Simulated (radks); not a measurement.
Charge is removed step by step from the 3d (averaged over the sub-levels emptied) level of the chromium ion Cr2+, starting from [Ar] 3d4. Method: Dirac Kohn-Sham, PBE, spin-unpolarised, spherical densities, point nucleus; open shells are shared between the two j in proportion to 2j + 1; computed with a radial shooting solver on a logarithmic mesh with Libxc functionals.

removed (e)  E - E(0) (eV)  eigenvalue (eV)  E minus straight line (eV)
0                    0.000          -22.856                       0.000
0.125                2.973          -24.727                      -0.870
0.25                 6.184          -26.647                      -1.503
0.375                9.637          -28.614                      -1.893
0.5                 13.339          -30.628                      -2.035
0.625               17.296          -32.687                      -1.921
0.75                21.513          -34.789                      -1.548
0.875               25.995          -36.933                      -0.909
1                   30.748          -39.119                       0.000

Removing the whole electron costs 30.748 eV by Delta-SCF, against 22.856 eV from minus the eigenvalue at the starting occupation. Slater's transition state (half an electron removed) gives 30.628 eV. Integrating minus the eigenvalue over the occupation (Janak's theorem) gives 30.748 eV. The mean slope of the eigenvalue, de/dn, is 16.3 eV per electron. Ionisation energy of Cr2+ in the NIST Atomic Spectra Database: 30.96 eV (measured).

Beside tabulated values, note that spin-unpolarised runs miss the spin-polarisation part of the exchange energy of open shells.
